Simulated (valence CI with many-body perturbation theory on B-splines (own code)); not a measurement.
The numbers below are computed, except where a source is named.
**Hf67+: magnetic and hyperfine properties of the levels**

Method: valence CI with perturbative core correlation (CI+MBPT): three valence electrons over a frozen Dirac-Fock core [He], radial functions for each j: 11 s, 11 p, 9 d, 7 f, 5 g, 2 h, 1 i, with the one-electron correlation potential Σ1, the two-electron term Σ2, the three-electron term Σ3, Breit, model QED; selected CI, second order for the rest (own B-spline code, finite nucleus).

No measured spectrum was set against this ion. As an estimate, large intervals hold to a few tenths of a per cent, small ones and those within an open d or f shell to about a per cent.

A/g_I is the dipole constant over the nuclear g factor μ/I (μ in nuclear magnetons, uniformly magnetised nucleus), B/Q the quadrupole constant per barn. Both hold the static response of the core; the bare values leave it out. Large factors of s and p1/2 electrons are usually good to 5 to 10 %; those of open d and f shells near neutrality can be off by tens of per cent, and small factors of p3/2, d and f electrons come from cancelling terms and can be off by a factor of two or in sign, in half-filled shells by more. B is blank for J = 1/2, where it vanishes, and for nearly pure S terms. Energies count from the lowest level.

Levels are named by their leading jj configuration (3d3/2^4 stands for four electrons in 3d with j = 3/2), which in mixed levels can hold well under half, so a name can repeat and another be missing. Letters in brackets count levels of one name in rising energy.

```
                     Level  E (Ry)      g  A/g_I (MHz)  A/g_I bare  B/Q (MHz/b)  B/Q bare
        (2s^2 2p1/2) J=1/2    0.00  0.618      6760000     6730000                       
        (2s 2p1/2^2) J=1/2   19.01  2.036     2.05e+07    2.02e+07                       
        (2s^2 2p3/2) J=3/2   94.89  1.299       783000      800000      1550000   1550000
(2s 2p1/2 2p3/2) J=3/2 [a]  108.26  1.621      4920000     4900000      1220000   1220000
    (2s 2p1/2 2p3/2) J=5/2  111.20  1.309      5930000     5890000      1330000   1330000
    (2s 2p1/2 2p3/2) J=1/2  116.35  1.267     -7700000    -7580000                       
(2s 2p1/2 2p3/2) J=3/2 [b]  116.50  0.973        38600       76000       789000    790000
     (2p1/2^2 2p3/2) J=3/2  136.26  1.314       729000      764000      1490000   1490000
        (2s 2p3/2^2) J=5/2  204.46  1.416      4760000     4740000       210000    210000
        (2s 2p3/2^2) J=1/2  212.23  1.917     2.07e+07    2.04e+07                       
        (2s 2p3/2^2) J=3/2  212.28  1.169     -3210000    -3130000      -161000   -161000
     (2p1/2 2p3/2^2) J=3/2  227.65  1.434      -460000     -411000        82300     82400
     (2p1/2 2p3/2^2) J=5/2  229.31  1.163      1950000     1970000        -4450     -4460
     (2p1/2 2p3/2^2) J=1/2  233.40  0.618      6780000     6740000                       
           (2p3/2^3) J=3/2  325.63  1.286       759000      791000     -1580000  -1580000
           (2s^2 3s) J=1/2  732.82  1.982      6100000     6050000                       
        (2s^2 3p1/2) J=1/2  739.13  0.660      2040000     2030000                       
   (2s 2p1/2 3s) J=1/2 [a]  745.53  2.350     1.17e+07    1.16e+07                       
       (2s 2p1/2 3s) J=3/2  747.53  1.531     1.11e+07    1.10e+07      -121000   -121000
   (2s 2p1/2 3s) J=1/2 [b]  749.72  0.700     1.06e+07    1.05e+07                       
(2s 2p1/2 3p1/2) J=1/2 [a]  750.85  0.263     -1200000    -1160000                       
    (2s 2p1/2 3p1/2) J=3/2  752.91  1.088      9840000     9750000      -120000   -121000
(2s 2p1/2 3p1/2) J=1/2 [b]  756.12  1.914     2.08e+07    2.06e+07                       
        (2s^2 3p3/2) J=3/2  767.16  1.320       266000      272000       469000    470000
        (2p1/2^2 3s) J=1/2  768.36  1.972      5630000     5580000                       
        (2s^2 3d3/2) J=3/2  771.37  0.786       157000      157000        88600     89300
     (2p1/2^2 3p1/2) J=1/2  773.40  0.643      1950000     1940000                       
        (2s^2 3d5/2) J=5/2  778.84  1.192       316000      314000       129000    130000
(2s 2p1/2 3p3/2) J=3/2 [a]  779.75  1.388       958000      956000       464000    464000
    (2s 2p1/2 3p3/2) J=5/2  782.16  1.309      5380000     5330000       327000    327000
(2s 2p1/2 3p3/2) J=3/2 [b]  782.33  1.242      3110000     3090000       191000    191000
    (2s 2p1/2 3p3/2) J=1/2  782.71  1.338     -8460000    -8360000                       
(2s 2p1/2 3d3/2) J=3/2 [a]  783.07  0.570     -1750000    -1720000        93900     94600
    (2s 2p1/2 3d3/2) J=5/2  785.32  1.004      5510000     5460000       -21300    -20900
(2s 2p1/2 3d3/2) J=3/2 [b]  786.64  1.159      5530000     5470000       103000    103000
    (2s 2p1/2 3d3/2) J=1/2  786.95  0.435     -8820000    -8740000                       
(2s 2p1/2 3d5/2) J=5/2 [a]  791.44  1.302      1320000     1310000       102000    103000
    (2s 2p1/2 3d5/2) J=7/2  793.55  1.222      3980000     3940000       -27900    -27200
(2s 2p1/2 3d5/2) J=5/2 [b]  794.41  1.073       439000      440000       187000    187000
    (2s 2p1/2 3d5/2) J=3/2  794.46  1.115     -5190000    -5140000        48500     49000
```

Problem. Take the isotope of mass number 179, with I = 9/2, μ = -0.6389 μN and Q = 3.79 b. What is the hyperfine structure of (2p1/2^2 2p3/2) J=3/2?

Solution. From the table A = -104000 MHz, B = 5650000 MHz. Shifts from the centre of gravity in MHz: F = 3: 3450000, F = 4: -735000, F = 5: -2430000, F = 6: 710000.
